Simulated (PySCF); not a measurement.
## Unknowns

[PySCF 2.14.0 with density-fitted response routines: geometry from PBE0-D3(BJ)/def2-SVP; σ from GIAO-PBE0/pcSseg-1; B3LYP/pcJ-1 coupling constants (spin–dipole term left out of most H,H and C,H couplings); single conformer; in vacuum; averaged over atoms made equivalent by symmetry, fast rotation or ring inversion; non-relativistic]

Referencing at the same level of theory: 1H and 13C vs TMS. Multiplet labels drop J under 1 Hz and among equivalent protons, and merge close values. Unscaled 3J(H,H) run several per cent high. Where no couplings were computed, multiplicities follow the n + 1 count of equivalent neighbours, and m marks all less simple cases (inequivalent or close neighbours, rings, F or P nearby). One-bond C–F couplings are unscaled and too large by tens of Hz. Couplings to H on boron are left out. Carbons bonded to boron are broad in practice. Shifts are as computed. Against solution values, carbons near 30 ppm lie about +2 ppm off and those near 130 ppm about +5 ppm. Of 1309 compounds with measured shifts, 239 miss one by over three times the rms of a fit or turn the order of signals round; such compounds aren't used in these exercises.

Problem. C$_{2}$H$_{5}$BF$_{2}$O. 1H NMR (400 MHz, computed): δ 6.27 (t, J = 82.7 Hz, 1H), 6.03 (br, 1H), 0.68 (s, 3H). 13C{1H} NMR (computed): δ 117.0 (CH, t, J = 337.7 Hz), 6.1 (CH3). What is it?

Solution. `CBOC(F)F`. 2 carbon signals for 2 carbons: no two carbons are equivalent. Carbon types of the structure: 1 × CH, 1 × CH3, leaving 1 H on heteroatoms. δC 117.0: sp3 CH bonded to 2 F and O; 3 electronegative neighbours deshield it. δH 6.27: hydrogen on an sp3 CH bonded to 2 F and O; its carbon carries F and O, an electronegative neighbour. δH 6.03: hydrogen on a boron bonded to C, O. δH 0.68: hydrogen on a methyl carbon bonded to B.

The data come from this structure; uniqueness wasn't tested.

Problem. C$_{4}$H$_{11}$B$_{2}$NSi$_{2}$. 1H NMR (400 MHz, computed): δ 7.58 (m, 2H), 7.45 (m, 2H), 6.25 (br, 1H), 4.96 (s, 6H). 13C{1H} NMR (computed): δ 162.7 (CH), 161.1 (CH). Identify the compound.

Solution. `[SiH3]N([SiH3])B1C=CBC=C1`. 2 carbon signals for 4 carbons: some carbons are equivalent by symmetry or fast rotation. Carbon types of the structure: 4 × CH, leaving 7 H on heteroatoms. δC 162.7, 161.1: alkene CH; an sp2 carbon of a C=C bond. δH 7.58, 7.45: hydrogen on an alkene CH; olefinic region. δH 6.25: hydrogen on a boron bonded to 2 C, in a 6-membered ring. δH 4.96: hydrogen on a silicon bonded to N.

The data come from this structure; uniqueness wasn't tested.
